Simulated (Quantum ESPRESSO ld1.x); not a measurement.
The mean radii <r> (bohr) of the occupied orbitals of an atom or ion are listed with their occupations. Calculated with ld1.x of Quantum ESPRESSO 7.5: non-relativistic Kohn-Sham, PBE, spin-unpolarised, spherical densities, point nucleus.

| orbital | occ. | <r> |
|---|---|---|
| 1s | 2 | 0.09140 |
| 2s | 2 | 0.4447 |
| 2p | 6 | 0.4053 |
| 3s | 2 | 1.356 |
| 3p | 1 | 1.447 |

Name the element and its charge.

Answer. Z = 17, chlorine, charge +4: Cl4+ in [Ne] 3s2 3p1. The 1s radius gives Z: for a bare nucleus <r> = 1.5/Z, 0.08824 bohr for Z = 17, and screening makes it slightly larger (0.09140 here). The occupations add up to 13, and the charge is Z minus that.
